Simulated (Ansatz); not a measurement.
Ansatz (an electronic-structure program) input (B3LYP/STO-3G):

Ansatz 0.2 input:
```yaml
crystal:
  periodic: [false, false, false]
  atoms:
    - {symbol: C, position_ang: [-1.68707300, -0.34091900, 0.21306800]}
    - {symbol: Si, position_ang: [0.03570000, 0.08483600, -0.39600800]}
    - {symbol: O, position_ang: [0.69916900, 1.36508800, 0.43465100]}
    - {symbol: O, position_ang: [0.95902600, -1.23673500, -0.03430800]}
    - {symbol: H, position_ang: [-2.38230300, 0.47941600, 0.03098200]}
    - {symbol: H, position_ang: [-1.64289400, -0.53486800, 1.28853400]}
    - {symbol: H, position_ang: [-2.06203800, -1.23317300, -0.28968400]}
    - {symbol: H, position_ang: [0.53036200, 2.24817100, 0.09622300]}
    - {symbol: H, position_ang: [1.91396200, -1.12856300, -0.06308700]}
basis:
  gaussian:
    orbitals: STO-3G
hamiltonian:
  xc: {name: B3LYP}
magnetization: {spin_polarized: true, initial_magnetization: 1}
output: {forces: true}
```

Output:

```
Functional definition: B3LYP
integrals: 0.01 GiB planned
376 factors; integrals over basis functions are off by at most 3.2e-5 eV
mean field: 0.13 GiB planned
mean field evaluation 1: about -12925.3797 eV, gradient 1.9e1 eV
mean field evaluation 2: about -12924.0471 eV, gradient 2.4e1 eV
mean field evaluation 4: about -12927.7539 eV, gradient 1.0e0 eV
mean field evaluation 8: about -12927.7349 eV, gradient 1.3e-2 eV
mean field -12927.73486414 eV, -475.0854935239 hartree, gradient 2.0e-5 eV, S^2 0.751464; 0 other end points of the search recorded, 0 dependent functions left out
the calculation of the forces begins
reference -12927.73504693 eV, -475.0855002413 hartree; 21, 20 occupied and 8, 9 virtual orbitals, 376 factors
Total energy: -12927.73504693 eV, -475.0855002413 hartree
Atom 0 at    -1.687073    -0.340919     0.213068 Å, force     0.236784    -0.144544     0.553021 eV/Å
Atom 1 at     0.035700     0.084836    -0.396008 Å, force    -0.536081     0.968709    -2.786597 eV/Å
Atom 2 at     0.699169     1.365088     0.434651 Å, force     1.560102    -1.991674     2.690884 eV/Å
Atom 3 at     0.959026    -1.236735    -0.034308 Å, force    -2.623781    -2.136700     1.066728 eV/Å
Atom 4 at    -2.382303     0.479416     0.030982 Å, force    -0.184680     0.138022    -0.001280 eV/Å
Atom 5 at    -1.642894    -0.534868     1.288534 Å, force    -0.349084    -0.105013     0.228757 eV/Å
Atom 6 at    -2.062038    -1.233173    -0.289684 Å, force    -0.138474    -0.185533    -0.048861 eV/Å
Atom 7 at     0.530362     2.248171     0.096223 Å, force    -0.893838     2.512931    -1.448069 eV/Å
Atom 8 at     1.913962    -1.128563    -0.063087 Å, force     2.929052     0.943801    -0.254582 eV/Å
Dipole moment:     0.116250     0.290700    -0.233387 e Å
```

The geometry given is a B3LYP-D3(BJ)/def2-TZVP minimum.
